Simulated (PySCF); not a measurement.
## How methods differ on the ionisation energy of Ge(2+)

Ge(2+) [Ar] 3d10 4s2 (1S) → Ge(3+) [Ar] 3d10 4s1 (2S), as a difference of total energies. Computed with PySCF 2.14 in aug-cc-pwCVTZ-PP with ECP10MDF (8s7p6d4f1g, 96 functions), with scalar relativity through the core potential. Correlated levels: valence and next inner shell: nothing frozen outside the core potential. The calculations carry no spin-orbit coupling.

```csv
method,ionisation energy (eV),error (eV)
UHF,32.190,-1.868
MP2 (valence and next inner shell),33.944,-0.114
SCS-MP2 (valence and next inner shell),33.925,-0.133
CCSD (valence and next inner shell),33.884,-0.174
CCSD(T) (valence and next inner shell),33.996,-0.062
```

Reference: 34.058 eV (measured; NIST Atomic Spectra Database, ionization energies).

Errors of the correlated levels include the incompleteness of this basis.
